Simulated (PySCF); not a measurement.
## Magnetisability: `C1[P@@](C=C)(=N[SiH3])[C@@H]1C`, C$_{5}$H$_{12}$NPSi

Geometry:
```json
{"atom": "C1", "x (Å)": "0.328", "y (Å)": "-1.641", "z (Å)": "-1.896"}
{"atom": "C2", "x (Å)": "-0.403", "y (Å)": "-0.711", "z (Å)": "-1.302"}
{"atom": "P3", "x (Å)": "0.207", "y (Å)": "0.066", "z (Å)": "0.211"}
{"atom": "N4", "x (Å)": "1.589", "y (Å)": "-0.272", "z (Å)": "0.853"}
{"atom": "Si5", "x (Å)": "3.188", "y (Å)": "0.087", "z (Å)": "0.321"}
{"atom": "C6", "x (Å)": "-0.711", "y (Å)": "1.628", "z (Å)": "0.456"}
{"atom": "C7", "x (Å)": "-1.173", "y (Å)": "0.435", "z (Å)": "1.339"}
{"atom": "C8", "x (Å)": "-2.592", "y (Å)": "-0.053", "z (Å)": "1.196"}
{"atom": "H9", "x (Å)": "0.015", "y (Å)": "-2.140", "z (Å)": "-2.799"}
{"atom": "H10", "x (Å)": "1.278", "y (Å)": "-1.931", "z (Å)": "-1.475"}
{"atom": "H11", "x (Å)": "-1.359", "y (Å)": "-0.381", "z (Å)": "-1.684"}
{"atom": "H12", "x (Å)": "3.405", "y (Å)": "1.524", "z (Å)": "0.098"}
{"atom": "H13", "x (Å)": "3.547", "y (Å)": "-0.592", "z (Å)": "-0.934"}
{"atom": "H14", "x (Å)": "4.010", "y (Å)": "-0.405", "z (Å)": "1.423"}
{"atom": "H15", "x (Å)": "-0.203", "y (Å)": "2.434", "z (Å)": "0.969"}
{"atom": "H16", "x (Å)": "-1.421", "y (Å)": "1.971", "z (Å)": "-0.285"}
{"atom": "H17", "x (Å)": "-0.845", "y (Å)": "0.513", "z (Å)": "2.373"}
{"atom": "H18", "x (Å)": "-2.890", "y (Å)": "-0.103", "z (Å)": "0.151"}
{"atom": "H19", "x (Å)": "-3.272", "y (Å)": "0.628", "z (Å)": "1.710"}
{"atom": "H20", "x (Å)": "-2.705", "y (Å)": "-1.044", "z (Å)": "1.633"}
```

Theory: GIAO HF/pcSseg-1 magnetisability, rotational g tensor and spin-rotation constants, non-relativistic, gas phase in PySCF. Geometry: GFN2-xTB.

(1) How diamagnetic is it, and how anisotropic?

(2) Split it along the inertial axes a, b, c into diamagnetic and paramagnetic parts about the centre of mass, with the quadrupole moment.

(3) And the rotational g tensor?

Results:

(1) Isotropic -1562 × 10⁻³⁰ J/T², or -94.1 × 10⁻⁶ cm³/mol; principal values -1725, -1529, -1432 × 10⁻³⁰ J/T², anisotropy 258 × 10⁻³⁰ J/T² (root of half the summed squared differences of the principal values). The susceptibility is in cgs units.

(2) 
```tsv
axis	χ (10⁻⁶ cm³/mol)	diamagnetic (10⁻⁶ cm³/mol)	paramagnetic (10⁻⁶ cm³/mol)	summed x² of all electrons (Å²)	quadrupole Θ (D Å)
a	-100.4	-716.0	615.6	292.1	-2.22
b	-88.0	-1418.2	1330.2	126.6	+7.08
c	-93.8	-1776.4	1682.5	42.2	-4.86
```
Anisotropies 2χaa − χbb − χcc = -18.9 and 2χbb − χaa − χcc = +18.2 × 10⁻⁶ cm³/mol. Θ is traceless in Buckingham's convention.

(3) 
```csv
axis,rotational constant (GHz),g,nuclear part,electronic part
a,2.1591,-0.0160,0.6085,-0.6244
b,0.9695,-0.0153,0.5906,-0.6059
c,0.7531,-0.0073,0.5879,-0.5953
```
Asymmetric top; isotopes 12C, 1H, 14N, 31P, 28Si; no vibrational averaging.
